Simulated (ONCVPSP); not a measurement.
**Transferability test, ONCV potential for P**

ONCVPSP 4.0.1 input, shortened (lines: element, Z, core and valence counts, functional; n l f; lmax; l rc ep ncon nbas qcut; lloc lpopt rc5 dvloc0; l nproj debl; icmod fcfact rcfact), PBE, scalar-relativistic:

```
  P 15.00    3    2        4      upf
    1    0    2.00
    2    0    2.00
    2    1    6.00
    3    0    2.00
    3    1    3.00
    1
    0    1.55    0.00    4    8    5.20
    1    1.75    0.00    4    7    4.80
    4    5    1.20    2.00
    0    3    2.60
    1    3    2.90
    3    5.50    1.25
```

Energies are relative to the spin-unpolarised reference configuration 3s2 3p3; without spin polarisation the order of configurations can differ from experiment.

```csv
valence configuration,charge,ΔE all-electron (eV),error AE − PS (meV)
3s2 3p2,+1,9.730,+0.5
3s2 3p1,+2,28.877,+9.2
```

(1) What are ΔE and the potential's error for 3s2 3p0?

(2) What are ΔE and the potential's error for 3s1 3p0?

Note: ghosts flagged at negative energy: s at -133.0 eV; no localised positive-energy state flagged. A true bound ghost makes a file unfit for plane-wave use.

## Answers

(1) ΔE = 58.616 eV all-electron; the error (AE − PS) is +47 meV.

(2) ΔE = 110.621 eV all-electron; the error (AE − PS) is +199 meV.
